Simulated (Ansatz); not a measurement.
Breaking a bond: SMILES [CH3][Bi]([CH3])[CH3] (C₃H₉Bi). The Bi1–C10 bond (Bi1 also carries C, C; C10 carries H, H, H) is stretched with both fragments frozen at the PBE0/def2-SVP, def2 effective core potentials past Kr optimised geometry.

- RKS-PBE = restricted PBE/def2-SVP, def2 effective core potentials past Kr (Ansatz, an electronic-structure program)
- UKS-PBE = unrestricted PBE/def2-SVP, def2 effective core potentials past Kr (Ansatz)
- RKS-PBE0 = restricted PBE0/def2-SVP, def2 effective core potentials past Kr (Ansatz)
- UKS-PBE0 = unrestricted PBE0/def2-SVP, def2 effective core potentials past Kr (Ansatz)

Energies relative to the lowest point of each curve near equilibrium, in kcal/mol; the last columns give the difference from UKS-PBE0:

| R / Å | RKS-PBE | UKS-PBE | RKS-PBE0 | UKS-PBE0 | RKS-PBE − UKS-PBE0 | UKS-PBE − UKS-PBE0 | RKS-PBE0 − UKS-PBE0 |
|---|---|---|---|---|---|---|---|
| 1.86 | 44.9 | 44.9 | 42.1 | 42.1 | 2.7 | 2.7 | 0.0 |
| 2.02 | 14.3 | 14.3 | 12.5 | 12.5 | 1.8 | 1.8 | 0.0 |
| 2.13 | 4.5 | 4.5 | 3.5 | 3.5 | 1.1 | 1.1 | 0.0 |
| 2.19 | 1.7 | 1.7 | 1.1 | 1.1 | 0.6 | 0.6 | 0.0 |
| 2.28 | 0.0 | 0.0 | 0.0 | 0.0 | 0.0 | 0.0 | 0.0 |
| 2.37 | 0.4 | 0.4 | 1.0 | 1.0 | -0.6 | -0.6 | 0.0 |
| 2.44 | 1.8 | 1.8 | 2.9 | 2.9 | -1.1 | -1.1 | 0.0 |
| 2.57 | 6.0 | 6.0 | 8.0 | 8.0 | -2.0 | -2.0 | 0.0 |
| 2.77 | 14.7 | 14.7 | 18.1 | 18.1 | -3.4 | -3.4 | 0.0 |
| 3.01 | 26.0 | 26.0 | 31.0 | 31.0 | -5.0 | -5.0 | 0.0 |
| 3.32 | 39.7 | 39.7 | 46.6 | 45.0 | -5.3 | -5.3 | 1.6 |
| 3.77 | 55.2 | 53.4 | 64.7 | 54.2 | 1.0 | -0.8 | 10.5 |
| 4.24 | 66.3 | 59.0 | 78.2 | 57.7 | 8.6 | 1.3 | 20.5 |
| 4.80 | 74.6 | 61.5 | 88.9 | 59.1 | 15.4 | 2.4 | 29.7 |
| 5.59 | 80.7 | 62.5 | 97.2 | 59.7 | 21.0 | 2.8 | 37.6 |
| 6.61 | 83.6 | 62.7 | 101.9 | 59.8 | 23.9 | 2.9 | 42.2 |

RKS-PBE is furthest from UKS-PBE0 at 6.61 (23.9 kcal/mol, above); its mean absolute difference over the points is 5.9 kcal/mol.

UKS-PBE is furthest from UKS-PBE0 at 3.32 (-5.3 kcal/mol, below); its mean absolute difference over the points is 2.1 kcal/mol.

RKS-PBE0 is furthest from UKS-PBE0 at 6.61 (42.2 kcal/mol, above); its mean absolute difference over the points is 8.9 kcal/mol.

The restricted form behind RKS-PBE, RKS-PBE0 keeps the bonding electrons paired and can't separate into open-shell fragments. The unrestricted determinant behind UKS-PBE is spin-contaminated at 3.77 to 6.61 Å (<S²> up to 1.0, against 0.00 for a pure singlet). The unrestricted solution behind UKS-PBE0 changes between 3.32 and 3.77 Å, which can leave a kink. The unrestricted determinant behind UKS-PBE0 is spin-contaminated at 3.32 to 6.61 Å (<S²> up to 1.0, against 0.00 for a pure singlet).
